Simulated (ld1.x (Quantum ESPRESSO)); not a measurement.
boron (B) RRKJ: all-electron and pseudo phase curves

ld1.x (Quantum ESPRESSO) 7.5 input, shortened:

```
&input
   title='B', zed=5., rel=0, dft='PBESOL', iswitch=3,
   config='[He] 2s1.75 2p1.25 3d-2'
 /
 &inputp
   pseudotype=2, tm=.false., lloc=2,
   nlcc=.true., rcore=0.90
 /
3
2S  1  0   1.75   0.00  1.15  1.15  0.0
2P  2  1   1.25   0.00  2.45  2.45  0.0
3D  3  2  -2.00  -0.15  2.15  2.15  0.0
 &test
   configts(1)='2s1.75 2p1.25'
 /
```

The phase is arctan(r·u′/u) with u = r·R(r), unwrapped; energies in Ry, scanned from -3 to 5 Ry. A pole is an energy at which the radial function vanishes at the test radius. The pseudo phase is shifted by a multiple of π to meet the all-electron one at the reference energy, and phase errors are pseudo minus all-electron; the curves can meet again beyond the range given. Levels narrower than the energy grid can be missing from the lists of poles.

```csv
channel,radius (bohr),reference energy (Ry),"poles, all-electron","poles, pseudo",unbroken range about the reference energy with phases within 0.05 rad,phase error 1 Ry above the reference energy (rad)
s,2.64,-0.70,-0.11,-0.11,below 1.8,-0.002
p,2.64,-0.27,"0.33, 4.93",0.34,below 1.5,+0.009
d,2.64,-0.15,3.06,3.08,the whole range,+0.001
```

Phases in the p channel:

| E (Ry) | all-electron | pseudo |
| --- | --- | --- |
| -3.00 | 1.338 | 1.338 |
| -2.76 | 1.326 | 1.327 |
| -2.52 | 1.313 | 1.313 |
| -2.28 | 1.296 | 1.296 |
| -2.04 | 1.276 | 1.276 |
| -1.80 | 1.250 | 1.250 |
| -1.56 | 1.215 | 1.216 |
| -1.32 | 1.166 | 1.167 |
| -1.08 | 1.090 | 1.091 |
| -0.84 | 0.950 | 0.952 |
| -0.60 | 0.619 | 0.621 |
| -0.36 | -0.300 | -0.300 |
| -0.12 | -1.143 | -1.142 |
| 0.12 | -1.444 | -1.442 |
| 0.36 | -1.585 | -1.581 |
| 0.60 | -1.676 | -1.669 |
| 0.84 | -1.750 | -1.739 |
| 1.08 | -1.824 | -1.806 |
| 1.32 | -1.911 | -1.879 |
| 1.56 | -2.029 | -1.973 |
| 1.80 | -2.219 | -2.107 |
| 2.04 | -2.571 | -2.326 |
| 2.28 | -3.187 | -2.715 |
| 2.52 | -3.804 | -3.308 |
| 2.76 | -4.152 | -3.831 |
| 3.00 | -4.336 | -4.136 |
| 3.24 | -4.445 | -4.308 |
| 3.48 | -4.517 | -4.414 |
| 3.72 | -4.569 | -4.485 |
| 3.96 | -4.609 | -4.537 |
| 4.20 | -4.640 | -4.576 |
| 4.44 | -4.667 | -4.608 |
| 4.68 | -4.691 | -4.634 |
| 4.92 | -4.712 | -4.656 |
